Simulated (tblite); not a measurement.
Species: C4H10BNSi2.
Numbering: `[BH2:1][C:2]1=[CH:3][Si@@H:4]([NH:5][SiH3:6])[CH:7]=[CH:8]1` (hydrogens: H9, H10 on B1; H11 on C3; H12 on Si4; H13 on N5; H14, H15, H16 on Si6; H17 on C7; H18 on C8)

Computed with GFN2-xTB (tblite), gas phase: L-BFGS steps from a force-field or distance-geometry start until the largest atomic force falls under 0.01 eV/Å.

Geometry at step 7:
```
atom  x, y, z in Å
B1     -3.2998   -0.6969    0.2019
C2     -1.9533   -0.0689   -0.2084
C3     -1.1076    0.2157    0.8049
Si4     0.5063    0.8518    0.1266
N5      1.8773   -0.1622    0.4443
Si6     3.1673   -0.2500   -0.7202
C7     -0.1424    0.5852   -1.6173
C8     -1.3870    0.1094   -1.5551
H9     -3.4851   -1.8451    0.0184
H10    -4.1246   -0.0408    0.7307
H11    -1.4120    0.1276    1.8307
H12     0.7412    2.2767    0.3919
H13     1.7457   -0.9455    1.0677
H14     3.5965   -1.6382   -0.8237
H15     2.6505    0.2250   -1.9986
H16     4.2326    0.6467   -0.2700
H17     0.3670    0.7582   -2.5457
H18    -1.9812   -0.1422   -2.4191
```

**Question.** Give the atomic forces at this geometry.

**Answer.** 
```tsv
atom	Fx (eV/Å)	Fy (eV/Å)	Fz (eV/Å)
B1	-0.284	-0.033	-0.209
C2	-0.060	-0.141	0.124
C3	-0.055	0.063	-0.066
Si4	0.217	0.097	0.001
N5	0.013	-0.041	-0.163
Si6	-0.022	0.046	0.178
C7	-0.162	0.060	0.041
C8	-0.034	-0.014	0.172
H9	-0.025	0.141	0.015
H10	0.154	-0.160	-0.030
H11	-0.041	0.005	0.120
H12	0.135	-0.048	0.089
H13	0.061	0.189	-0.074
H14	0.069	-0.098	0.045
H15	0.127	-0.020	-0.082
H16	0.058	-0.017	0.030
H17	-0.025	0.018	-0.149
H18	-0.125	-0.048	-0.041
```

The largest, 0.35 eV/Å, acts on B1; the rms over all components is 0.106 eV/Å. The forces sum to zero within rounding, as they must for an isolated molecule in no field.

**Question.** Give the force on B1 in Eh/bohr and in nN.

**Answer.** 0.354 eV/Å ÷ 51.422 = 0.00689 Eh/bohr, and 0.354 eV/Å × 1.602 = 0.57 nN.

**Question.** How far is this geometry from the end of the optimisation?

**Answer.** 0.261 eV above it, and 0.723 Å rms away after alignment. The bonds farthest from their final lengths, with half the difference of the two atoms' forces along the bond (positive lengthens):

```tsv
bond	now (Å)	final (Å)	force along bond (eV/Å)
C3–Si4	1.863	1.888	+0.11
Si6–H15	1.458	1.468	+0.08
B1–H10	1.179	1.170	-0.15
N5–Si6	1.740	1.733	-0.13
Si4–C7	1.880	1.886	+0.05
B1–H9	1.177	1.171	-0.12
```

The angle farthest from its final value is B1–C2–C3, 115.7° against 124.2°.

Of the 2 listed bonds off by 0.010 Å or more, this force points towards the final length in 2.

The cost below is that of the whole relaxation. Time: 3.3 s wall. Hardware: one thread, Arm Neoverse N1 (aarch64), shared host.
